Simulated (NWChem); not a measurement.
Species: PbH2, singlet; SMILES [PbH2]

Computed with NWChem. Low-valent species are run as closed-shell singlets; no triplet was tried in these runs. Geometry: optimised at PBE0/def2-SVP. def2 effective core potentials on Pb; no spin-orbit coupling. Vertical excitations in the gas phase; the lowest state need not have the same character in each row.

| level | lowest excitation, singlet (eV) | oscillator strength of that lowest state | lowest state with f > 0.02, singlet (eV) | oscillator strength of that bright state | orbital gap (eV) |
|---|---|---|---|---|---|
| PBE/def2-SVP, TDA | ___ | 0.010 | ___ | ___ | ___ |
| B3LYP/def2-SVP, TDA | 2.55 | 0.012 | 6.47 | 0.095 | 3.42 |
| CAM-B3LYP/def2-SVP, TDA | 2.54 | 0.012 | 6.61 | 0.122 | 5.97 |

Fill in the missing entries.


- PBE/def2-SVP, TDA, lowest excitation, singlet (eV): 2.49
- PBE/def2-SVP, TDA, lowest state with f > 0.02, singlet (eV): 6.32
- PBE/def2-SVP, TDA, oscillator strength of that bright state: 0.069
- PBE/def2-SVP, TDA, orbital gap (eV): 2.11
